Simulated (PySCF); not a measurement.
C3H6, SMILES C1CC1. Atoms are numbered in the order given.

```xyz
9

C      0.8643     0.0000     0.0000
C     -0.4322    -0.7485     0.0000
C     -0.4322     0.7485     0.0000
H      1.4516     0.0000     0.9097
H      1.4516     0.0000    -0.9097
H     -0.7258    -1.2571    -0.9097
H     -0.7258    -1.2571     0.9097
H     -0.7258     1.2571     0.9097
H     -0.7258     1.2571    -0.9097
```

The structure is a stationary point at PBE0-D3(BJ)/def2-TZVP.

The numbers are results of PBE/def2-TZVPD in PySCF, not measurements.

The molecule is in vacuum.

Computed frontier levels, gap, dipole moment and polarisability:
```yaml
highest_occupied_level: -7.08 eV
lowest_empty_level: 0.05 eV
orbital_gap: 7.13 eV
dipole_moment: 0.00 D
quadrupole, principal values (traceless, Buckingham form, about the centre of nuclear charge): -1.17, -1.17, 2.33 D·Å
mean_static_polarisability: 37.3 bohr³ (5.53 Å³)
polarisability_principal_values: 34.2, 38.9, 38.9 bohr³
```
